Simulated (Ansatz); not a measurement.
`FC[SiH](F)[SiH3]` and `C[SiH](F)[SiH3]` differ in one atom or group.

Ansatz, PBE0-D4/def2-TZVP geometries, multiplicity 1. Each molecule was computed in one conformer, which needn't be the lowest.

| property | `FC[SiH](F)[SiH3]` |
| --- | --- |
| LUMO energy (PBE/def2-TZVPP) / eV | -1.62 |
| ideal-gas entropy at 298 K and 1 bar (rigid rotor, harmonic PBE0-D4/def2-TZVP) / J/(mol·K) | 376 |
| HOMO–LUMO gap (B3LYP/def2-TZVPP) / eV | 7.16 |
| HOMO energy (B3LYP/def2-TZVPP) / eV | -8.07 |
| HOMO–LUMO gap (PBE0/def2-TZVPP) / eV | 7.55 |
| HOMO energy (PBE/def2-TZVPP) / eV | -6.99 |

What does the change do to each property? (An estimate is asked.)

Ansatz gave: 
```json
{"property": "LUMO energy (PBE/def2-TZVPP) / eV", "`C[SiH](F)[SiH3]`": "-1.09", "shift": "0.53"}
{"property": "ideal-gas entropy at 298 K and 1 bar (rigid rotor, harmonic PBE0-D4/def2-TZVP) / J/(mol·K)", "`C[SiH](F)[SiH3]`": "350", "shift": "-26"}
{"property": "HOMO–LUMO gap (B3LYP/def2-TZVPP) / eV", "`C[SiH](F)[SiH3]`": "7.49", "shift": "0.33"}
{"property": "HOMO energy (B3LYP/def2-TZVPP) / eV", "`C[SiH](F)[SiH3]`": "-7.89", "shift": "0.18"}
{"property": "HOMO–LUMO gap (PBE0/def2-TZVPP) / eV", "`C[SiH](F)[SiH3]`": "7.86", "shift": "0.31"}
{"property": "HOMO energy (PBE/def2-TZVPP) / eV", "`C[SiH](F)[SiH3]`": "-6.89", "shift": "0.10"}
```

With PBE0 the HOMO rises by 0.19 eV and the LUMO rises by 0.50 eV, so the gap widens by about 0.31 eV. PBE moves the HOMO by 0.10 eV and ωB97M-V by 0.21 eV. Modes under 60 cm⁻¹, often nearly free rotors, make the harmonic entropy too high.

Positive LUMOs are unbound, so they and the gaps depend on the basis.

B3LYP here is the variant with VWN-RPA as its local correlation; programs differ in this.
